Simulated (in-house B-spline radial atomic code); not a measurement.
# Binding energies in Hf⁵⁺

NIST's tabulated ground configuration is [Xe] 4f13; each binding energy is the energy of the ion with one electron taken from that subshell, relaxed, less that of the parent. Level of theory: Dirac-Hartree-Fock, average of configuration, Fermi nucleus of rms radius 5.347 fm; calculated with a radial B-spline atomic code at the basis-set limit. Energies include first-order Breit, QED and recoil terms.

| subshell | X-ray name | binding energy (eV) | -ε (eV) | relaxation (eV) |
| --- | --- | --- | --- | --- |
| 1s | K | 65417.7 | 65820.5 | 84.0 |
| 2s | L1 | 11356.7 | 11444.7 | 49.2 |
| 2p1/2 | L2 | 10817.2 | 10908.8 | 53.5 |
| 2p3/2 | L3 | 9638.9 | 9714.4 | 50.7 |
| 3s | M1 | 2685 | 2719.5 | 26.8 |
| 3p3/2 | M3 | 2192 | 2222.6 | 26.3 |
| 3d3/2 | M4 | 1795.7 | 1827.3 | 28.8 |
| 3d5/2 | M5 | 1741.1 | 1771.2 | 28.3 |
| 4s | N1 | 620.4 | 631.9 | 9.8 |
| 4p1/2 | N2 | 522.6 | 533.6 | 9.6 |
| 4p3/2 | N3 | 463.9 | 473.3 | 8.6 |
| 4d3/2 | N4 | 302.6 | 311.1 | 8.2 |
| 4d5/2 | N5 | 291.9 | 299.8 | 7.8 |
| 5s | O1 | 139.6 | 140.9 | 1.1 |
| 5p1/2 | O2 | 107.3 | 108.4 | 0.9 |
| 5p3/2 | O3 | 98.27 | 99.11 | 0.76 |
| 4f | N6,7 | 91.03 | 97.20 | 6.35 |

Relaxation = -ε minus the binding energy without Breit, QED and recoil terms.

Emission lines follow as differences of binding energies, with λ = 12398.42 eV·Å / E:

```
 line          holes  energy (eV)  wavelength (Å)
 K-L3     1s → 2p3/2      55778.8         0.22228
 K-L2     1s → 2p1/2      54600.5         0.22708
 K-M3     1s → 3p3/2      63225.7          0.1961
L3-M5  2p3/2 → 3d5/2       7897.8          1.5699
L2-M4  2p1/2 → 3d3/2       9021.5          1.3743
L1-M3     2s → 3p3/2       9164.7          1.3528
L3-M1     2p3/2 → 3s       6953.9          1.7829
L2-N4  2p1/2 → 4d3/2      10514.6          1.1792
```

(1) What screening constant σ does Moseley's law, E = (3/4)·13.6057 eV·(Z - σ)², need for K-L3?

Moseley's non-relativistic formula needs a falling, then negative, screening constant for heavy elements, because relativity binds the 1s electron more strongly than the formula allows.

(2) What does it cost to remove both a 2p1/2 and a 3s electron?

(3) What does it cost to remove both a 4d3/2 and a 5p1/2 electron?

(4) What does it cost to remove two 4p3/2 electrons?

Results:

(1) σ = -1.93.

(2) 13590 eV, which is 87.51 eV more than the two single binding energies together.

(3) 430.3 eV, which is 20.39 eV more than the two single binding energies together.

(4) 958.11 eV, which is 30.32 eV more than the two single binding energies together.
